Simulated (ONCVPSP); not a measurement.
**tantalum: one change to an ONCV potential, before and after**

ONCVPSP 4.0.1 input, shortened (lines: element, Z, core and valence counts, functional; n l f; lmax; l rc ep ncon nbas qcut; lloc lpopt rc5 dvloc0; l nproj debl; icmod fcfact rcfact), revPBE, fully relativistic:

```
  Ta 73.00   10    4  -102130      upf
    1    0    2.00
    2    0    2.00
    2    1    6.00
    3    0    2.00
    3    1    6.00
    3    2   10.00
    4    0    2.00
    4    1    6.00
    4    2   10.00
    4    3   14.00
    5    0    2.00
    5    1    6.00
    5    2    3.00
    6    0    1.00
    2
    0    1.60    0.00    4    7    6.90
    1    1.25    0.00    3    6    6.80
    2    2.95    0.00    4    9    4.60
    4    5    0.90   -1.00
    0    2    1.90
    1    2    2.80
    2    2    1.10
    3    3.00    1.35
```

Open shells are filled in proportion to 2j + 1.

Change: s: rc 1.32.

Cutoffs: the cutoffs (Ha) at which the residual kinetic energy of the hardest occupied pseudo-wave falls to 1 and 0.1 mHa per electron; they do not see the model core or the augmentation charge, which bear on the density cutoff. Errors are all-electron minus pseudo energies relative to the spin-unpolarised reference configuration.

**Question.** How do hardness, ghosts and transferability respond?

**Answer.** The potential gets neither clearly harder nor softer (40 Ha and 92 Ha → 40 Ha and 92 Ha); both files keep a bound ghost (s); of the 4 tests that both files solve, the error grows in 2 and shrinks in 0 by more than 15 % and 0.3 meV (median size 2.5 → 3.1 meV).

| quantity | base | changed |
| --- | --- | --- |
| cutoff, loose | 40 Ha | 40 Ha |
| cutoff, tight | 92 Ha | 92 Ha |
| loose cutoff by channel | s 20 Ha, p 40 Ha, d 8.5 Ha | s 27 Ha, p 40 Ha, d 8.5 Ha |
| bound ghosts | s | s |
| GHOST(+) flags under 300 eV | d5/2 at 158.4 eV, p3/2 at 167.0 eV, d3/2 at 174.9 eV, p1/2 at 214.8 eV | d5/2 at 158.4 eV, p3/2 at 167.0 eV, d3/2 at 174.9 eV, p1/2 at 214.8 eV |
| error for 5s2 5p6 5d3 6s2, meV [ΔE -8.40 eV] | +2.9 | +3.4 |
| error for 5s2 5p6 5d3 6s0, meV [ΔE 14.83 eV] | +1.7 | +2.8 |
| error for 5s2 5p6 5d2 6s0, meV [ΔE 38.31 eV] | +48 | +49 |
| error for 5s2 5p6 5d3 6s1 6p1, meV [ΔE -4.27 eV] | +2.0 | +2.0 |
| p3/2: phases at 1.27 bohr within 0.05 rad from the reference energy up to (Ha; the scan ends near 5) | to the end of the scan | to the end of the scan |
| p1/2: phases at 1.27 bohr within 0.05 rad from the reference energy up to (Ha; the scan ends near 5) | to the end of the scan | to the end of the scan |
| d5/2: phases at 2.99 bohr within 0.05 rad from the reference energy up to (Ha; the scan ends near 5) | 3.1 | 3.1 |
| d3/2: phases at 2.99 bohr within 0.05 rad from the reference energy up to (Ha; the scan ends near 5) | 3.0 | 3.0 |
| rms error of d²Exc/dni dnj with the model core, mHa | 4.95 | 5.19 |

 A true bound ghost makes a file unfit for plane-wave use even where its test errors are small: the radial tests pick states by their node count and pass the ghost by.
